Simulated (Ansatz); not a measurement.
One change: `NC=C=C=O` becomes `O=C=C=C[SiH3]`.

Ansatz, PBE0-D4/def2-TZVP geometries, multiplicity 1. Each molecule was computed in one conformer, which needn't be the lowest.

| property | `NC=C=C=O` |
| --- | --- |
| LUMO energy (PBE/def2-TZVPP) / eV | -2.14 |
| HOMO–LUMO gap (PBE0/def2-TZVPP) / eV | 5.13 |
| HOMO–LUMO gap (B3LYP/def2-TZVPP) / eV | 4.72 |
| HOMO energy (ωB97M-V/def2-TZVPP) / eV | -8.60 |
| HOMO–LUMO gap (ωB97M-V/def2-TZVPP) / eV | 9.38 |
| size of the dipole moment (ωB97M-V/def2-TZVPP) / D | 5.46 |

Q: Give the same properties after the change, and the shifts. (Estimate.)

A: Computed: 
```json
{"property": "LUMO energy (PBE/def2-TZVPP) / eV", "`O=C=C=C[SiH3]`": "-3.84", "shift": "-1.70"}
{"property": "HOMO–LUMO gap (PBE0/def2-TZVPP) / eV", "`O=C=C=C[SiH3]`": "3.67", "shift": "-1.46"}
{"property": "HOMO–LUMO gap (B3LYP/def2-TZVPP) / eV", "`O=C=C=C[SiH3]`": "3.29", "shift": "-1.43"}
{"property": "HOMO energy (ωB97M-V/def2-TZVPP) / eV", "`O=C=C=C[SiH3]`": "-8.78", "shift": "-0.18"}
{"property": "HOMO–LUMO gap (ωB97M-V/def2-TZVPP) / eV", "`O=C=C=C[SiH3]`": "7.97", "shift": "-1.41"}
{"property": "size of the dipole moment (ωB97M-V/def2-TZVPP) / D", "`O=C=C=C[SiH3]`": "2.29", "shift": "-3.17"}
```

With PBE0 the HOMO falls by 0.20 eV and the LUMO falls by 1.66 eV, so the gap narrows by about 1.46 eV. PBE moves the HOMO by -0.19 eV and ωB97M-V by -0.18 eV. The zero-point energy changes by -8.9 kJ/mol with +3 modes. Dipoles are sizes alone; their direction can turn.

B3LYP here is the variant with VWN-RPA as its local correlation; programs differ in this.
